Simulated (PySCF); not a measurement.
**Two-component Hartree-Fock for Rh(43+) (rhodium, charge +43)**

Start: 1s2. Calculated with PySCF 2.14 in an even-tempered Gaussian basis (15 s from 88 bohr⁻², ratio 2.4; 10 p from 110 bohr⁻², ratio 2.4; 3 d from 360 bohr⁻², ratio 2.6; 3 f from 540 bohr⁻², ratio 2.6): generalised Hartree-Fock with the X2C-1e Hamiltonian and a Gaussian nucleus; one run each with spin-orbit coupling (SO) switched off, then screened by Boettger's factors.

| spinor shell | electrons | ε, spin-free (eV) | ε, screened SO (eV) | weight of nominal j (screened SO) | rms radius, screened SO (bohr) |
| --- | --- | --- | --- | --- | --- |
| 1s1/2 | 2 | -27527.1 | -27527.1 | 1.000 | 0.0371 |

```tsv
quantity	spin-free	screened SO
E (hartree)	-2052.86815	-2052.86815
M_J	0	0
⟨J²⟩	0.000	0.000
⟨L²⟩	0.000	0.000
⟨S²⟩	0.000	0.000
```

Breit and QED terms are absent; they matter most for the inner s and p1/2 levels.

Densities and radii are taken from the X2C orbitals without a picture-change correction, which distorts them close to the nucleus.

Without spin-orbit coupling the j labels of p, d and f shells carry no meaning; the spin-free column gives the mean over the occupied spinors of each nl shell.
